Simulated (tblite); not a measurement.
C5H12O2Si.
Bonds: C1–C2, C2–C3, C3–C4, C4–O5 (double), C4–C6, C6–Si7, Si7–O8. Hydrogens: H9, H10, H11 on C1; H12, H13 on C2; H14, H15 on C3; H16, H17 on C6; H18, H19 on Si7; H20 on O8.

Computed with GFN2-xTB (tblite), gas phase: L-BFGS steps from a force-field or distance-geometry start until the largest atomic force falls under 0.01 eV/Å.

The end geometry, which sets the zero of energy:
```
atom  x, y, z in Å
C1     -3.1627   -0.1034    0.2042
C2     -1.8194   -0.1235   -0.5123
C3     -0.6782   -0.4994    0.4284
C4      0.6566   -0.5816   -0.2751
O5      0.7613   -0.5061   -1.4861
C6      1.8458   -0.6672    0.6024
Si7     2.7172    1.0485    0.4438
O8      2.7561    1.4192   -1.1248
H9     -3.1489    0.6093    1.0265
H10    -3.3995   -1.0859    0.6077
H11    -3.9548    0.1837   -0.4830
H12    -1.8478   -0.8391   -1.3358
H13    -1.6151    0.8594   -0.9417
H14    -0.5907    0.2265    1.2411
H15    -0.8736   -1.4744    0.8856
H16     2.5416   -1.4066    0.2107
H17     1.5921   -0.9149    1.6275
H18     4.0889    0.9299    0.9181
H19     1.9268    2.0316    1.1864
H20     2.1990    0.9048   -1.7216
```

Question: These geometries come from the run, each turned onto the end geometry. Order them by energy, lowest first.
A.
```
atom  x, y, z in Å
C1     -3.2474   -0.4228    0.1263
C2     -1.9143    0.0441   -0.4452
C3     -0.7420   -0.2344    0.4979
C4      0.5857   -0.3599   -0.2167
O5      0.6897   -0.2865   -1.4261
C6      1.7708   -0.5593    0.6529
Si7     2.9665    0.9281    0.3654
O8      3.0230    1.1988   -1.2224
H9     -3.4610    0.0877    1.0630
H10    -3.2333   -1.4950    0.3118
H11    -4.0559   -0.2152   -0.5719
H12    -1.7264   -0.4632   -1.3940
H13    -1.9680    1.1144   -0.6534
H14    -0.6480    0.5465    1.2567
H15    -0.9001   -1.1765    1.0316
H16     2.3078   -1.4461    0.3229
H17     1.4913   -0.6816    1.6934
H18     4.3116    0.5695    0.8007
H19     2.4056    2.0778    1.0747
H20     2.3391    0.7845   -1.7654
```
B.
```
atom  x, y, z in Å
C1     -3.1992   -0.2227    0.1827
C2     -1.8476   -0.0719   -0.5030
C3     -0.6983   -0.3954    0.4447
C4      0.6366   -0.4997   -0.2513
O5      0.7480   -0.4392   -1.4627
C6      1.8208   -0.6222    0.6262
Si7     2.8103    1.0203    0.4211
O8      2.8234    1.3542   -1.1566
H9     -3.2281    0.3861    1.0836
H10    -3.3906   -1.2576    0.4617
H11    -3.9994    0.1005   -0.4770
H12    -1.7900   -0.7367   -1.3653
H13    -1.7243    0.9491   -0.8672
H14    -0.6302    0.3536    1.2363
H15    -0.8864   -1.3573    0.9278
H16     2.4667   -1.4071    0.2420
H17     1.5588   -0.8354    1.6555
H18     4.1706    0.7738    0.8797
H19     2.1175    2.0933    1.1354
H20     2.2361    0.8252   -1.7114
```
C.
```
atom  x, y, z in Å
C1     -3.1888   -0.1653    0.2010
C2     -1.8449   -0.1057   -0.5143
C3     -0.6920   -0.4522    0.4240
C4      0.6480   -0.5307   -0.2699
O5      0.7624   -0.4614   -1.4808
C6      1.8302   -0.6295    0.6180
Si7     2.7818    1.0404    0.4321
O8      2.8059    1.3799   -1.1433
H9     -3.1829    0.4628    1.0904
H10    -3.4165   -1.1861    0.5024
H11    -3.9827    0.1802   -0.4563
H12    -1.8447   -0.8041   -1.3525
H13    -1.6857    0.8940   -0.9237
H14    -0.6174    0.2857    1.2272
H15    -0.8731   -1.4229    0.8963
H16     2.5007   -1.4049    0.2515
H17     1.5618   -0.8455    1.6464
H18     4.1505    0.8530    0.8969
H19     2.0520    2.0721    1.1678
H20     2.2302    0.8511   -1.7110
```
D.
```
atom  x, y, z in Å
C1     -3.3280   -0.5595    0.1538
C2     -2.0310   -0.0404   -0.4527
C3     -0.8456   -0.3586    0.4550
C4      0.4899    0.0870   -0.0991
O5      0.5955    0.6381   -1.1725
C6      1.6846   -0.2321    0.7500
Si7     3.2042    0.8222    0.2553
O8      3.4965    0.7157   -1.3316
H9     -3.5039   -0.1129    1.1298
H10    -3.2884   -1.6388    0.2805
H11    -4.1781   -0.3242   -0.4800
H12    -1.8666   -0.4968   -1.4307
H13    -2.0975    1.0390   -0.5981
H14    -0.9965    0.0967    1.4368
H15    -0.7864   -1.4379    0.6195
H16     1.9139   -1.2855    0.5784
H17     1.4300   -0.1387    1.8040
H18     4.4074    0.2451    0.8390
H19     2.9357    2.1907    0.7019
H20     2.7590    0.8017   -1.9374
```
E.
```
atom  x, y, z in Å
C1     -3.3032   -0.4698    0.1057
C2     -1.9574    0.0166   -0.4091
C3     -0.8021   -0.2682    0.5521
C4      0.5446   -0.2119   -0.1477
O5      0.6286    0.0043   -1.3416
C6      1.7676   -0.4605    0.6689
Si7     3.0713    0.9171    0.3242
O8      3.2150    1.0746   -1.2758
H9     -3.5610   -0.0100    1.0562
H10    -3.2926   -1.5475    0.2439
H11    -4.0809   -0.2341   -0.6158
H12    -1.7371   -0.4821   -1.3531
H13    -2.0021    1.0869   -0.6150
H14    -0.7957    0.4417    1.3823
H15    -0.9106   -1.2722    0.9772
H16     2.2060   -1.3859    0.2900
H17     1.5322   -0.5929    1.7201
H18     4.3704    0.4751    0.8159
H19     2.6215    2.1679    0.9379
H20     2.4803    0.7617   -1.8142
```

Answer: C (0.005 eV), B (0.011 eV), A (0.036 eV), E (0.068 eV), D (0.124 eV).

In the order of the answer:

```
step  E above end (eV)  largest force (eV/Å)  rms force component (eV/Å)  rms distance from end (Å)  rms bond change (Å)  bond most changed (Å)
 104             0.005                  0.04                       0.012                      0.080                0.001         Si7–H19 -0.001
  99             0.011                  0.09                       0.033                      0.134                0.001          C6–Si7 -0.002
  70             0.036                  0.11                       0.026                      0.366                0.002           C2–C3 +0.004
  57             0.068                  0.16                       0.040                      0.461                0.004           C4–C6 +0.011
  24             0.124                  0.08                       0.024                      0.691                0.006           C4–C6 +0.020
```

The cost below is that of the whole relaxation. Time: 1.1 s wall. Hardware: one thread, Arm Neoverse V1 (aarch64), no GPU (shared host).
